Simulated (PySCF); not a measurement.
## Electron affinity of Ni by level of theory

Ni⁻ [Ar] 3d9 4s2 (2D) → Ni [Ar] 3d8 4s2 (3F), as a difference of total energies. Computed with PySCF 2.14 in x2c-QZVPPall with one added diffuse shell each of s, p, d, f, g type (12s8p7d5f3g, 133 functions), with the spin-free X2C one-electron Hamiltonian (Gaussian nucleus). Correlated levels: valence: [Ar] frozen; valence and next inner shell: [Ne] frozen. The calculations carry no spin-orbit coupling.

```
                                method  electron affinity (eV)  plus first-order spin-orbit estimate  error of that sum (eV)
                                   UHF                  -1.799                                -1.852                  -3.009
                                   LDA                   2.364                                 2.311                  +1.154
                                   PBE                   1.821                                 1.768                  +0.611
                                  PBE0                   1.042                                 0.989                  -0.168
                                r2SCAN                   1.024                                 0.971                  -0.186
                                PBEsol                   1.952                                 1.899                  +0.742
                                  PW91                   1.872                                 1.819                  +0.662
                                 B3LYP                   1.276                                 1.223                  +0.066
                         MP2 (valence)                   1.317                                 1.264                  +0.107
                     SCS-MP2 (valence)                   1.001                                 0.948                  -0.209
    MP2 (valence and next inner shell)                   1.897                                 1.844                  +0.687
SCS-MP2 (valence and next inner shell)                   1.430                                 1.377                  +0.220
```

Reference: 1.157 eV (measured; photodetachment measurements, as compiled on the Wikipedia data page of electron affinities).

A first-order spin-orbit estimate (lowest level to lowest level, LS coupling) adds -0.053 eV.

A negative affinity means that the anion lies above the atom at that level of theory.

In the anion the highest occupied orbital energy is positive at LDA, PBE, PBE0, r2SCAN, PBEsol, PW91, B3LYP, a self-interaction effect; the basis confines that electron, and the energy difference can still be sensible.
